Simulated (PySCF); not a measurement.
Coordinates in bohr (charge 0 multiplicity 1):
```
Ti    0.0288   -0.6292    0.0000
S     1.2639    3.0421    0.0000
F    -1.1089   -1.7666   -2.8937
F    -1.1089   -1.7666    2.8937
```

Computed with PBE0/[Ti def2-SVP, S def2-SVP, F def2-SVP], no relativity, density fitting, PySCF.

This geometry of TiSF2 is a stationary point at this level.

Task: What is the point group?

Result: Cs.

Task: Is it a minimum?

Result: Yes: all harmonic wavenumbers are real.

Task: List the harmonic modes with their infrared intensities.

Result: 
```tsv
symmetry	ω (cm⁻¹)	IR (km/mol)
a'	77	69.5
a''	201	1.5
a'	210	4.3
a'	609	14.5
a'	753	227
a''	825	206
```

Task: What is the atomisation energy, with and without zero-point energy?

Result: 1612 kJ/mol without, 1596 kJ/mol with.

Stability towards spin polarisation was not tested. Only a few start shapes were tried, so a lower isomer may exist.
